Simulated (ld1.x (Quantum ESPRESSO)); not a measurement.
F: one change to an ultrasoft potential, before and after

```json
{"Element": "fluorine", "Generator": "ld1.x (Quantum ESPRESSO) 7.5", "Type": "ultrasoft", "Functional": "PBE", "Relativity": "scalar-relativistic", "Frozen core": "[He]", "Valence charge": "7", "Reference configuration": "2s2 2p4 (charge +1)", "Partial waves": "2s (bound): rcut 0.55, rcutus 0.60 bohr; 2s channel at -3.05 Ry: rcut 0.55, rcutus 0.60 bohr; 2p (bound): rcut 0.95, rcutus 1.05 bohr; 2p channel at -0.4 Ry: rcut 0.95, rcutus 1.05 bohr; 3d channel at 0.1 Ry: rcut 0.90, rcutus 1.00 bohr", "Local potential": "all-electron potential smoothed inside 1.00 bohr (lloc = -1)", "Core correction": "Bessel-smoothed model core inside 0.40 bohr", "Augmentation charge": "PSQ, inside the norm-conserving radii"}
```

All-electron outer shells of the reference configuration (PBE, scalar-relativistic, ld1.x):

```tsv
shell	level (eV)	outermost node (bohr)	outermost maximum (bohr)
2s	-47.39	0.24	0.75
2p	-28.31	–	0.68
```

Change: waves 2s (bound): rcut 0.55, rcutus 0.82 bohr; 2s channel at -3.05 Ry: rcut 0.55, rcutus 0.82 bohr.

Cutoffs: the cutoffs (Ry, on a coarse ladder) from which the occupation-weighted sum of valence levels, in a spherical-Bessel basis at the reference potential, stays within 10 and 1 mRy of its value at 400 Ry; they do not see the model core or the augmentation charge, which bear on the density cutoff. Errors are all-electron minus pseudo energies relative to the spin-unpolarised reference configuration.

What does the change do?

The potential gets softer (100 Ry and 180 Ry → 70 Ry and 110 Ry); of the 7 tests that both files solve, the error grows in 1 and shrinks in 0 by more than 15 % and 0.3 meV (median size 13.1 → 23.9 meV); neither file shows a bound ghost. A larger radius leaves more room for a smooth pseudo-wave, so fewer plane waves are needed.

```csv
quantity,base,changed
"cutoff, loose",100 Ry,70 Ry
"cutoff, tight",180 Ry,110 Ry
loose cutoff by channel (10 mRy a level),"s 90 Ry, p 55 Ry","s 21 Ry, p 55 Ry"
bound ghosts,none,none
"error for 2s2 2p5, meV [ΔE -19.39 eV]",-4.8,-5.2
"error for 2s2 2p3, meV [ΔE 38.38 eV]",-23,-24
"error for 2s2 2p2, meV [ΔE 99.02 eV]",-131,-136
"error for 2s2 2p4.5, meV [ΔE -11.85 eV]",-1.6,-1.7
"error for 2s1 2p6, meV [ΔE -0.58 eV]",-13,-25
"error for 2s2 2p5.3, meV [ΔE -22.06 eV]",-6.4,-7.0
"error for 2s2 2p1, meV [ΔE 184.82 eV]",-374,-386
s: phases at 1.14 bohr within 0.05 rad from the reference energy up to (Ry; the scan ends near 5),to the end of the scan,to the end of the scan
p: phases at 1.14 bohr within 0.05 rad from the reference energy up to (Ry; the scan ends near 5),to the end of the scan,to the end of the scan
d: phases at 1.14 bohr within 0.05 rad from the reference energy up to (Ry; the scan ends near 5),to the end of the scan,to the end of the scan
lowest overlap eigenvalue by channel,"s 0.74, p 0.91, d 0.89","s 0.55, p 0.91, d 0.89"
```
